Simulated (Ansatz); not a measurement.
System: HBOF, charge 0, doublet. HBOF (SMILES B([O])F, doublet).
B3LYP-D3(BJ)/def2-TZVP minimum from Ansatz (a program for electronic structure):
```
B
F 1 1.3239
O 1 1.3256 2 125.62
H 1 1.2067 2 122.30 3 -180.00
```
Charge 0, spin multiplicity 2.

Total energies in cc-pVDZ, 17 correlated electrons, 3 frozen orbitals. UHF or UKS for unpaired electrons; spin-orbit terms are left out. Cores are frozen in correlated methods. No relativity.

```tsv
method	program	energy (Eh)	minus CCSDT(Q) (mEh)
HF	Ansatz	-199.63359	441.86
MP2	Ansatz	-200.04119	34.26
CCSD	Ansatz	-200.06505	10.40
CCSD(T)	Ansatz	-200.07370	1.75
CCSDT(Q)	Ansatz	-200.07545	0.00
```

Rough core times of Ansatz's runs on a shared machine: CCSD(T) under 20 s, CCSDT(Q) 4 min.
